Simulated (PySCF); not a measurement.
**Question.** Give a PBE0-D3(BJ)/def2-SVP geometry of InChI=1S/C8H15FO/c1-5-7(2)8(3,6-9)10-4/h5,7H,1,6H2,2-4H3/t7-,8-/m1/s1.

**Answer.** 
```
atom  x, y, z in Å
C1    -2.8613   -1.2551   -0.5135
C2    -1.9632   -0.6694    0.2804
C3    -0.9633    0.3598   -0.1579
C4    -1.2620    1.7021    0.5098
C5     0.5157   -0.0666    0.0494
C6     0.8797   -0.2554    1.5180
C7     0.7472   -1.3663   -0.7189
F8     2.0011   -1.8854   -0.4741
O9     1.2414    0.9941   -0.5481
C10    2.6396    0.9978   -0.4625
H11   -3.5918   -1.9688   -0.1239
H12   -2.9023   -1.0356   -1.5857
H13   -1.9745   -0.9094    1.3521
H14   -1.0656    0.4988   -1.2486
H15   -1.2694    1.6164    1.6077
H16   -2.2533    2.0644    0.2016
H17   -0.5052    2.4446    0.2223
H18    1.8946   -0.6620    1.6192
H19    0.1963   -0.9705    1.9978
H20    0.8254    0.6993    2.0591
H21    0.6562   -1.1679   -1.7998
H22    0.0023   -2.1234   -0.4283
H23    3.0011    1.0335    0.5813
H24    2.9800    1.9121   -0.9690
H25    3.1011    0.1264   -0.9554
```

Orientation and origin are arbitrary. Atoms count from 1 in this order. Of the pairs four or more bonds apart, F8···H25 is among the closest relative to their van der Waals radii: 2.34 Å, 88 % of the sum of Bondi's values. The 6 C–C bonds span 1.334 Å (C1=C2, drawn double) to 1.553 Å (C3–C5, drawn single), a spread of 0.219 Å.

Bonds between heavy atoms (Å): C1=C2 1.334, C2–C3 1.500, C3–C4 1.529, C3–C5 1.553, C5–C6 1.525, C5–C7 1.527, C7–F8 1.379, C5–O9 1.417, O9–C10 1.401.

Method: PySCF, PBE0-D3(BJ)/def2-SVP geometry optimisation, gas phase.

Point group: C1 (no symmetry element, even within 0.4 Å). Whether it is a minimum is left open (no frequencies). The numbers are those of one conformer (C1–C2–C3–C4 114°, C2–C3–C5–C6 -64°, C3–C5–C7–F8 -174°, C3–C5–O9–C10 175°).

On one thread of an AMD EPYC 9R14 (shared host), this took 2.5 min wall and 0.93 GiB of memory at its peak. This is the geometry optimisation.
